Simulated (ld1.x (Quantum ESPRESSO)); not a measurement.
# arsenic (As), RRKJ: configuration errors across variants

arsenic, norm-conserving RRKJ (Kleinman–Bylander form), made with ld1.x (Quantum ESPRESSO) 7.5 (PBE, scalar-relativistic). Core [Ar] 3d10, reference 4s2 4p2.5 (charge +0.5). Waves: 4p (bound): rc 1.75 bohr; 4d channel at -0.1 Ry: rc 1.75 bohr; 4s (bound): rc 1.30 bohr. Local part: the s channel. Core correction: a·sin(br)/r model core inside 0.65 bohr. rho0 = 0.005.

All-electron excitation energies from the reference (eV): (1) 4s2 4p3 -3.555; (2) 4s2 4p2 5.594; (3) 4s2 4p1 23.512; (4) 4s2 4p3.3 -4.789; (5) 4s0 4p5 15.501; (6) 4s2 4p0 51.215; (7) 4s1 4p4 5.862.

1 further variants failed, have other tests or too few solved ones, and are left out.

A true bound ghost makes a file unfit for plane-wave use even where its test errors are small: the radial tests pick states by their node count and pass the ghost by.

Errors AE − PS in meV (a dash: test not solved or not reliable):

```csv
change,(1),(2),(3),(4),(5),(6),(7),bound ghosts
base,0.0,-1.9,-19,-0.5,-59,-66,-13,d
"all radii but the core radius scaled by about 0.86 (s 1.12, p 1.50, d 1.50 bohr)",-0.3,-2.1,-19,-1.1,-90,-54,-18,"p, d"
"all radii but the core radius scaled by about 1.14 (s 1.48, p 2.00, d 2.00 bohr)",+0.2,-1.6,-16,0.0,-54,-61,-12,none
"all radii but the core radius scaled by about 1.20 (s 1.56, p 2.10, d 2.10 bohr)",+0.2,-1.5,-15,0.0,-52,-59,-12,none
"all radii but the core radius scaled by about 1.30 (s 1.70, p 2.28, d 2.28 bohr)",+0.2,-1.5,-15,0.0,-47,-59,-10,none
"all radii but the core radius scaled by about 1.35 (s 1.76, p 2.36, d 2.36 bohr)",+0.2,-1.5,-15,0.0,-46,-60,-10,none
```

**Question.** Give the same row for: all radii but the core radius scaled by about 0.95 (s 1.22, p 1.66, d 1.66 bohr).

**Answer.** -0.2, -2.1, -20, -0.9, -63, -65, -14; bound ghosts: p, d.
